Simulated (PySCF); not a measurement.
A structure optimised at PBE0-D3(BJ)/def2-TZVP, used in a PySCF frequency run:

```
Si
H 1 1.4925
H 1 1.4925 2 106.61
H 1 1.4925 2 106.61 3 -113.60
Mg 1 2.5547 2 112.20 3 123.20
F 5 1.7562 2 156.10 1 -180.00
```

**Question.** Write its SMILES, formula and point group.

**Answer.** [F][Mg][SiH3], FH₃MgSi, C3v

**Question.** What are its rotational constants (standard atomic weights)?

**Answer.** 87.519, 2.0758, 2.0758 GHz
